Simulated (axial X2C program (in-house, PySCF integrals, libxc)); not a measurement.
## HfBr: nuclear properties from DFT to coupled cluster

Calculated with an axial X2C code built on PySCF integrals: two-component X2C with atomic mean-field Coulomb and Gaunt terms, Gaussian nuclei, basis Hf dyall-acv3z, Br dyall-acv3z with contracted cores.

R = 2.450 Å (near the PBE0 minimum at charge 0 of the determinant lowest at the starting distance; the state shown can have its own minimum elsewhere); state Ω = 3/2 (⟨Sz⟩ = -0.46, ⟨Lz⟩ = 1.96 at PBE0).

```json
{"level": "PBE0", "Eeff magnitude (GV/cm)": "22", "Ws magnitude Hf (kHz)": "13.8", "A∥/gI Br (MHz)": "20.2", "μ (D)": "-1.52"}
{"level": "HF", "Eeff magnitude (GV/cm)": "75.6", "Ws magnitude Hf (kHz)": "49.3", "A∥/gI Br (MHz)": "8.54", "μ (D)": "-1.26"}
{"level": "B3LYP", "Eeff magnitude (GV/cm)": "14", "Ws magnitude Hf (kHz)": "8.95", "A∥/gI Br (MHz)": "17.9", "μ (D)": "-1.76"}
```

Eeff is the effective electric field on the electron electric dipole moment in this Ω state and Ws the scalar–pseudoscalar constant of the nucleus named (defined with the proton number Z and per Ω); A∥ (defined per Ω) follows by multiplying with gI = μI/(I μN); μ is positive if the Br end (last atom) is positive. The operators were transformed with the bare-nucleus X2C matrices; with these basis sets, hyperfine constants and field gradients can be off by tens of per cent, and where levels differ in sign neither size nor sign is settled.

Finite-field MP2, CCSD and CCSD(T), with 29 electrons correlated in 130 natural virtual spinors (MP2 remainder added):

```csv
level,Eeff magnitude (GV/cm),Ws magnitude Hf (kHz),A∥/gI Br (MHz),μ (D)
MP2,61.1,39.8,10.8,-1.53
CCSD,51.1,33.5,17.4,-1.56
CCSD(T),47.5,31.2,17.3,-1.48
```

T1 = 0.023 (Lee–Taylor). One unrestricted determinant, the lowest of a limited PBE0 search, is the reference; the functionals treat spin collinearly. Eeff spreads by more than a factor of two over the levels. Correlation of the inner shells is missing, which matters for properties at the nucleus. Number of frozen shells: Hf 4 s, 3 p, 2 d, 1 f; Br 3 s, 2 p.

**Question.** By how much does correlation change each value, CCSD(T) against HF?

**Answer.** Eeff magnitude -37 %; Ws magnitude Hf -37 %; A∥/gI Br 103 %; μ 17 %.
